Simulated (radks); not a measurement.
Ionisation of the terbium ion Tb3+, [Xe] 4f8, to [Xe] 4f7 as the strength of local exchange is varied. All-electron calculation, non-relativistic Kohn-Sham, Slater X-alpha exchange (alpha = 2/3 is LDA exchange), no correlation, spin-polarised, spherical densities, point nucleus; open shells are filled with parallel spins first (spin-orbit coupling, left out, can overturn this in heavy ions); relativity is left out, which matters for an element this heavy. Program: a radial shooting solver on a logarithmic mesh with Libxc functionals.

| alpha | E(Tb3+) (hartree) | exchange (hartree) | IE (eV) | -e of the level emptied (eV) | <r> of it (bohr) |
|---|---|---|---|---|---|
| 0.557 | -11177.0962 | -193.0119 | 40.542 | 30.954 (4f) | 0.8310 |
| 0.667 | -11215.2807 | -231.9434 | 43.702 | 33.886 (4f) | 0.8149 |
| 0.699 | -11226.4141 | -243.3188 | 44.646 | 34.766 (4f) | 0.8104 |
| 0.766 | -11249.7613 | -267.2085 | 46.656 | 36.646 (4f) | 0.8013 |
| 0.916 | -11302.2107 | -321.0478 | 51.325 | 41.037 (4f) | 0.7821 |
| 0.986 | -11326.7719 | -346.3402 | 53.581 | 43.171 (4f) | 0.7736 |
| 1.048 | -11348.5710 | -368.8308 | 55.620 | 45.103 (4f) | 0.7664 |

NIST Atomic Spectra Database: 39.33 eV (semi-empirical). The central value is not met in this range of alpha. Relativity is left out here, which matters for elements this heavy. Open shells are spherical and high-spin; term and fine-structure splittings are not resolved. No tabulated value is given for the 4+ ions of Nd, Pm and Eu to Yb, where it belongs to another shell than the one emptied here.
